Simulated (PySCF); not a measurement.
# Gas-phase XPS of (MgO)2 ring, computed

Species: (MgO)2 ring, Mg2O2.
Structure used (PBE0-D3(BJ)/def2-SVP), in Å, numbered top down from 1:
```xyz
4
Mg2O2 angstrom
Mg    -0.6240   -0.6620   -0.8074
O      1.2205   -0.3660   -0.6434
Mg     0.6240    0.6619    0.8074
O     -1.2205    0.3660    0.6435
```

Method used: delta-SCF UKS SCAN, pcX-2 on the ionised atom, pcseg-1 elsewhere, spin-free X2C (PySCF). These are vertical core ionisation energies against the vacuum level, from separate self-consistent calculations with and without the core hole.

Question: List the computed XPS lines with their assignment.

Answer: 
```csv
atom(s),bonded to,level,binding energy (eV),count
Mg1/Mg3,2 O,Mg 1s,1310.64,2
O2/O4,2 Mg,O 1s,533.33,2
```

Question: Which effective nuclear charge Zeff reproduces each element's mean 1s value in the hydrogen-like formula E = 13.606 eV × Zeff²?

Answer: O (Z = 8): mean 533.3 eV, Zeff = 6.26, Z − Zeff = 1.74; Mg (Z = 12): mean 1310.6 eV, Zeff = 9.81, Z − Zeff = 2.19. Means run over the listed sites, weighted by atom count.

Question: Which photon energy gives electrons from Mg 1s of Mg1/Mg3 a kinetic energy of 100 eV, and what is their de Broglie wavelength?

Answer: hν = 1310.64 + 100 = 1410.64 eV, recoil neglected; λ = 12.264 Å/√(E/eV) = 1.23 Å.

Atoms equivalent by their bonding share one computed value, that of the first of them. Isolated species at its PBE0-D3(BJ)/def2-SVP geometry, gas phase.
